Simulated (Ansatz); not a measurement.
`[OH][GeH2][SiH3]` + NH₃ → `[NH2][GeH2][OH]` + SiH₄ at 500 K and 1 bar (cleavage of the Ge–Si bond).

Computed with Ansatz on PBE0-D4/def2-TZVP structures; ΔE is electronic, products minus reactants. CBS: MP2 limit from def2 TZ/QZ plus the TZ coupled-cluster correction, frozen cores. This one scheme is used for every species. For Ge outer-core shells are correlated without core-valence functions, which leaves a few kJ/mol of doubt a bond. Scalar relativity is left out up to krypton. One conformer a species, not always the lowest.

```
           species  CCSD(T)/CBS energy (Eh)  H − E (kJ/mol)  S (J/(mol·K))
`[OH][GeH2][SiH3]`              -2443.98216           185.2          396.1
               NH₃                -56.50880           108.2          211.8
 `[NH2][GeH2][OH]`              -2209.02804           182.2          361.9
              SiH₄               -291.46306           102.4          230.9
```

H − E and S are ideal-gas, rigid-rotor, harmonic terms from PBE0-D4/def2-TZVP, for one conformer and one mirror image of each species. 1 Eh = 2625.50 kJ/mol, R = 8.31446 J/(mol·K).

Question: By hand: ΔE, ΔH, ΔS and ΔG.

Answer: ΔE = (-2209.02804) + (-291.46306) − (-2443.98216) − (-56.50880) = -0.00014 Eh = -0.4 kJ/mol. Δ(H − E) = 182.2 + 102.4 − 185.2 − 108.2 = -8.8, so ΔH = -9.2 kJ/mol. ΔS = 361.9 + 230.9 − 396.1 − 211.8 = -15.1 J/(mol·K). ΔG = -9.2 − 500 × (-15.1)/1000 = -1.6 kJ/mol.

Question: By hand: the equilibrium constant, and the temperature at which ΔG would vanish if ΔH and ΔS stayed fixed.

Answer: log₁₀ K = −ΔG/(RT ln 10) = 0.2. ΔG = 0 at ΔH/ΔS = 609 K, though so small a ΔH makes that figure unsure.

TΔS isn't small against ΔH here. The sign of ΔG lies within the doubt. A doubt of 5 kJ/mol in ΔE shifts log₁₀ K by 0.5 here. Other conformers and mirror images would add mixing entropy, several J/(mol·K) or more a flexible species. These are equilibria of isolated gas molecules and say nothing of rates. Largest T1 diagnostic: 0.012 (customary marks: 0.02 for closed shells, 0.045 for open ones).
